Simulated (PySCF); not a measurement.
AlH3O2S. Atoms are numbered in the order given.

```xyz
7

Al    -0.0055     0.4434     0.0000
O     -1.3791     1.4363     0.0000
H     -2.2960     1.1610     0.0000
O      1.5446     1.1282     0.0000
H      1.7224     2.0700     0.0000
S     -0.1192    -1.7294     0.0000
H      1.2283    -1.8416     0.0000
```

The structure is a stationary point at PBE0-D3(BJ)/def2-SVP. The values are those of a single conformer.

Computed with B3LYP/def2-TZVPD (PySCF).

Symmetry labels are those of the subgroup Cs that the program uses (full group Cs).

Computed valence orbital energies around the gap with their symmetry:
| orbital | symmetry | energy (eV) |
|---|---|---|
| HOMO−7 | A' | -13.71 |
| HOMO−6 | A' | -11.42 |
| HOMO−5 | A' | -9.83 |
| HOMO−4 | A' | -9.63 |
| HOMO−3 | A" | -9.52 |
| HOMO−2 | A" | -8.99 |
| HOMO−1 | A' | -8.81 |
| HOMO | A" | -7.48 |
| LUMO | A' | -1.23 |
| LUMO+1 | A' | -0.10 |
| LUMO+2 | A" | 0.12 |
| LUMO+3 | A' | 0.25 |
